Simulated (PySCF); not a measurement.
# Electron correlation in Mn(2+) (manganese, charge +2)

[Ar] 3d4 4p1, one real determinant (an excited configuration). All numbers are calculated (PySCF 2.14, scalar relativity by spin-free X2C-1e, in aug-cc-pwCVTZ-DK with one added diffuse shell each of s, p, d, f, g type (11s10p8d5f4g, 152 functions)). Frozen: [Ne]; 13 electrons correlated.

MP2 pair energies summed by pair of shells (mhartree):

```csv
pair,energy,share (%)
3p-3d,-173.49,39.4
3p-3p,-115.23,26.2
3s-3p,-46.33,10.5
3d-3d,-43.64,9.9
3s-3d,-32.52,7.4
3p-4p,-11.67,2.7
3d-4p,-9.23,2.1
3s-3s,-6.86,1.6
3s-4p,-1.06,0.2
```

Total MP2 correlation energy: -440.04 mhartree.

Same-spin part -145.23 and opposite-spin part -294.81 mhartree; SCS-MP2 scales them by 1/3 and 6/5 to -402.18 mhartree.

The reference is one real determinant that mixes LS terms of this configuration.
